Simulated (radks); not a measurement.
All-electron atom: the lanthanum ion La21+ in [Kr].

Calculated with a radial shooting solver on a logarithmic mesh with Libxc functionals: scalar-relativistic Kohn-Sham, SCAN, spin-polarised, spherical densities, finite nucleus; meta-GGA in the generalised Kohn-Sham scheme; Fermi nuclear charge, rms radius 4.855 fm.

Energy parts (eV):
part                      energy
total                 -226111.71
kinetic                239479.97
electron-nucleus      -526124.38
Hartree                 65527.20
exchange-correlation    -4994.50

Orbitals (lengths in bohr, moments of r in powers of bohr; r(max) is where P^2 peaks):
orbital,occ.,eigenvalue (eV),r(max),<r>
1s,2,-39396.86,0.01608,0.02507
2s,2,-6780.581,0.09081,0.1073
2p,6,-6134.799,0.07312,0.09416
3s,2,-1887.972,0.2588,0.2824
3p,6,-1679.907,0.2532,0.2800
3d,10,-1385.505,0.2084,0.2561
4s,2,-763.2574,0.5833,0.6065
4p,6,-688.9180,0.6007,0.6261

The highest occupied level is 4p at -688.92 eV. Summed over all electrons, <r^2> = 5.069 bohr^2, which gives a Langevin (diamagnetic) susceptibility term of -4.01 x 10^-6 cm^3/mol.
